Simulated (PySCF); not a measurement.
Si(CCH)3(OH), C6H4OSi, SMILES C#C[Si](C#C)(C#C)O (PBE0/def2-SVP optimised geometry):

```
12

C     -1.395     0.922    -0.006
C     -0.972    -0.220     0.000
Si    -0.312    -1.929     0.000
O      1.343    -1.929     0.000
C     -0.972    -2.785    -1.480
C     -1.396    -3.351    -2.471
C     -0.834    -2.802     1.513
C     -1.205    -3.381     2.516
H     -1.773     1.929    -0.009
H      1.773    -1.500    -0.746
H     -1.773    -3.854    -3.344
H     -1.529    -3.893     3.405
```

Computed with PBE0/def2-TZVP (PySCF).

Q: What are the frontier orbital energies and the dipole moment?

A: HOMO-2 -8.30 eV, HOMO-1 -8.25 eV, HOMO -8.16 eV, LUMO -1.20 eV, LUMO+1 -0.51 eV; dipole moment 1.39 D.

On the same geometry PBE/def2-TZVP run with PySCF gives HOMO-2 -7.10 eV, HOMO-1 -7.01 eV, HOMO -6.96 eV, LUMO -2.09 eV, LUMO+1 -1.45 eV; dipole moment 1.29 D.

Meta-Löwdin charges at PBE0/def2-TZVP: C1 -0.14, C2 -0.31, Si3 1.17, O4 -0.74, C5 -0.31, C6 -0.14, C7 -0.30, C8 -0.13, H9 0.18, H10 0.36, H11 0.18, H12 0.18.
